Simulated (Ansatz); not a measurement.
```yaml
crystal:
  periodic: [false, false, false]
  atoms:
    - {symbol: N, position_ang: [-0.109216, 0.443661, 1.393562]}
    - {symbol: C, position_ang: [-0.772881, 0.347102, 0.086715]}
    - {symbol: Si, position_ang: [0.431576, -0.399902, -1.150708]}
    - {symbol: O, position_ang: [1.535944, -1.209875, -0.267716]}
    - {symbol: F, position_ang: [-0.378835, -1.387576, -2.109885]}
    - {symbol: H, position_ang: [0.533497, 1.225998, 1.414509]}
    - {symbol: H, position_ang: [-0.781976, 0.600861, 2.133224]}
    - {symbol: H, position_ang: [-1.589362, -0.378140, 0.171980]}
    - {symbol: H, position_ang: [-1.228323, 1.281947, -0.266913]}
    - {symbol: H, position_ang: [1.103304, 0.556743, -2.058432]}
    - {symbol: H, position_ang: [1.321670, -1.137821, 0.674165]}
basis:
  gaussian: {orbitals: pcseg-2}
magnetization: {spin_polarized: true, initial_magnetization: 8}
hamiltonian: {xc: {name: B97M-V}, pseudopotentials: {relativity: scalar}}
output: {forces: true}
```

```sh
$ ansatz run in.yaml --threads 4 --pin off --events-out ev --progress --plain --max-ram 10444MiB
```

Shortened log:

```
Functional definition: B97M-V
1191 factors; their error is unknown
mean field evaluation 1: about -15231.5311 eV, gradient 6.7e1 eV
mean field evaluation 2: about -15102.2456 eV, gradient 1.5e2 eV
mean field evaluation 4: about -15194.4036 eV, gradient 8.4e1 eV
mean field evaluation 8: about -15256.9791 eV, gradient 5.8e-1 eV
mean field evaluation 16: about -15256.9264 eV, gradient 1.9e-5 eV
mean field -15256.92635014 eV, -560.6817018516 hartree, gradient 1.9e-5 eV, S^2 20.010194; 8 other end points of the search recorded, 0 dependent functions left out
reference -15256.92642212 eV, -560.6817044968 hartree; 29, 21 occupied and 209, 217 virtual orbitals, 1191 factors
Total energy: -15256.92642212 eV, -560.6817044968 hartree
Relativity: scalar
Atom 0 at    -0.109216     0.443661     1.393562 Å, force    -1.653520     2.080823    -1.225069 eV/Å
Atom 1 at    -0.772881     0.347102     0.086715 Å, force    -2.080245    -1.695787     3.718901 eV/Å
Atom 2 at     0.431576    -0.399902    -1.150708 Å, force    -3.730548     1.858362    -2.473502 eV/Å
Atom 3 at     1.535944    -1.209875    -0.267716 Å, force     4.270565    -3.734680    -1.585020 eV/Å
Atom 4 at    -0.378835    -1.387576    -2.109885 Å, force    -0.445603    -1.681384    -0.927929 eV/Å
Atom 5 at     0.533497     1.225998     1.414509 Å, force     2.188350     0.641704     0.289821 eV/Å
Atom 6 at    -0.781976     0.600861     2.133224 Å, force    -1.349949    -0.322243     1.962368 eV/Å
Atom 7 at    -1.589362    -0.378140     0.171980 Å, force    -0.590060    -1.076614    -0.408297 eV/Å
Atom 8 at    -1.228323     1.281947    -0.266913 Å, force     0.550720     1.294353     0.095223 eV/Å
Atom 9 at     1.103304     0.556743    -2.058432 Å, force     3.071005     3.315925    -5.049030 eV/Å
Atom 10 at     1.321670    -1.137821     0.674165 Å, force    -0.230714    -0.680459     5.602536 eV/Å
Dipole moment:     0.114608    -0.058374     0.466544 e Å
```

Q: What is wrong with this run?

A: The spin is set far too high for this molecule. The calculation finished and met its thresholds. The result belongs to that input, not to the molecule as meant.
